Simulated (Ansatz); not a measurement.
Consider the ligand exchange at the Hf–N bond: `[NH2][Hf]([F])([F])[F]` + HI → `[F][Hf]([F])([F])[I]` + NH₃.

Program: Ansatz. Geometries: PBE0-D4/def2-TZVP. ΔE: electronic, gas phase. CCSD(T)/CBS is the MP2 limit (def2-TZVPP, def2-QZVPP) plus CCSD(T) − MP2 in def2-TZVPP, frozen cores. This one scheme is used for every species. Functionals use def2-TZVPP. HSE06 is defined as in plane-wave codes. Elements past krypton have def2 core potentials. For Hf, I outer-core shells are correlated without core-valence functions, which leaves a few kJ/mol of doubt a bond. Each species was taken in one conformer, which may not be the lowest.

`[NH2][Hf]([F])([F])[F]`:

```xyz
7

N    -1.208    0.050    0.297
Hf    0.746   -0.026   -0.200
F     1.116   -1.727   -0.982
F     1.083    1.431   -1.380
F     1.817    0.112    1.375
H    -1.830    0.821    0.096
H    -1.725   -0.662    0.794
```

HI:

Cartesian coordinates in Å:
```
I -0.078 0.028 0.801
H 0.078 -0.028 -0.801
```

`[F][Hf]([F])([F])[I]`:

```xyz
5

F    -1.298   -0.017   -1.449
Hf   -0.116   -0.090    0.023
F    -1.055    0.432    1.576
F     0.465   -1.873    0.240
I     2.004    1.548   -0.390
```

NH₃:

Z-matrix (Å, degrees):
```
N
H 1 1.013
H 1 1.013 2 107.1
H 1 1.013 2 107.1 3 -114.5
```

CCSD(T)/CBS gives -83.7 kJ/mol.

Question: Another level gave -84.5 kJ/mol. Which?
A. BLYP-D4/def2-TZVPP
B. HSE06/def2-TZVPP
C. revPBE-D4/def2-TZVPP
D. PBE-QIDH/def2-TZVPP

Answer: B. HSE06 -84.5, BLYP-D4 -72.5, revPBE-D4 -78.6, PBE-QIDH -89.1 kJ/mol.

Largest T1 diagnostic among the species: 0.016.

Leaving LDA and LC-ωPBE aside and taking each functional with its dispersion term where it has one, the values spread over 16.6 kJ/mol, from PBE-QIDH to BLYP-D4. LDA lies +4.4 kJ/mol from PBE without D4. From BLYP to BHLYP (50 % exact exchange), in def2-TZVPP and without D4, ΔE moves by −8.4 kJ/mol.
